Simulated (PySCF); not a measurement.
# A small calculation by hand: chemical shift, span and skew from a shielding tensor

C₄H₉NSi, SMILES N[SiH2]C1=CCC1. Atoms are numbered in the order given.

```xyz
15

N      2.3854    -0.0530     0.6068
Si     1.3148     0.0326    -0.7626
C     -0.4314    -0.0112    -0.1099
C     -0.9372    -0.3483     1.1012
C     -2.3770    -0.0739     0.7342
C     -1.8164     0.3194    -0.6708
H      2.3463     0.6874     1.3047
H      3.3507    -0.3390     0.4578
H      1.6351    -1.1448    -1.6198
H      1.4426     1.2428    -1.6388
H     -0.4626    -0.6974     2.0239
H     -2.8683     0.7455     1.2874
H     -3.0510    -0.9480     0.7444
H     -1.9711     1.3731    -0.9572
H     -2.1555    -0.3210    -1.5023
```
Charge 0, spin multiplicity 1.

The structure is a stationary point at TPSSh-D3(BJ)/def2-SVP. This is a generated structure with no PubChem entry under its InChIKey; it may be hypothetical. The values are those of a single conformer.

GIAO shieldings from PBE/pcSseg-1 run with PySCF, non-relativistic, no solvent. The symmetric part of the tensor of N1 has the principal values 220.7, 257.7, 297.1 ppm. The same nucleus in NH3 has σ = 267.0 ppm at this level (PySCF, at its B3LYP-D3(BJ)/def2-TZVP geometry).

**Question.** Work out the isotropic shielding, the ¹⁵N shift against NH3, the span and the skew.

**Answer.** 
σ(iso) = (σ11 + σ22 + σ33)/3 = 258.5 ppm. δ = σ(ref) − σ(iso) = 267.0 − (258.5) = 8.5 ppm.
Span Ω = σ33 − σ11 = 76.4 ppm. Skew κ = 3(σ(iso) − σ22)/Ω = 0.03. Tumbling in solution averages the tensor to δ; in a static solid the shielding alone would spread this spin-1/2 line over Ω.
